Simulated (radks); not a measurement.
The numbers below are computed, except where a source is named.
How relativity changes the ionisation of neutral europium ([Xe] 4f7 6s2) to Eu+ ([Xe] 4f7 6s1). Spin-unpolarised spherical Kohn-Sham, PBE, point nucleus unless stated (finite: rms radius 5.1115 fm), a radial shooting solver on a logarithmic mesh with Libxc functionals. A level marked "c x" has the speed of light scaled by that factor and shares open shells by 2j + 1; other Dirac levels either fill j = l - 1/2 first or share by 2j + 1.

level                               E(Eu) (hartree)  E(Eu+) (hartree)  IE (eV)   HOMO  <r> HOMO (bohr)
non-rel.                                -10426.1377       -10425.9294    5.667     6s            4.525
scalar-rel.                             -10844.0633       -10843.8421    6.019     4f           0.9780
scalar-rel., finite nucleus             -10843.2977       -10843.0765    6.019     4f           0.9780
Dirac, 2j+1 shares                      -10852.1590       -10851.9377    6.021  4f7/2           0.9889
Dirac, low j first                      -10852.2267       -10852.0056    6.015  4f7/2           0.9952
Dirac, 2j+1 shares, finite nucleus      -10851.3890       -10851.1677    6.020  4f7/2           0.9888
Dirac, c x 0.85                         -11044.2880       -11044.0594    6.220  4f7/2            1.033
Dirac, c x 1.25                         -10687.8307       -10687.6149    5.872  6s1/2            4.369
Dirac, c x 3                            -10469.1149       -10468.9054    5.699  6s1/2            4.500

NIST Atomic Spectra Database: 5.670 eV (measured). The relativistic part of the total energy of Eu is -425.3 hartree (Dirac, 2j+1 shares, finite nucleus), 4.1 % of the non-relativistic value. Spin polarisation and multiplet splitting of open shells are left out at every level.

Beside tabulated values, note that relativity, absent from the non-relativistic runs, is large for the heavy elements, and spin-unpolarised runs miss the spin-polarisation part of the exchange energy of open shells.
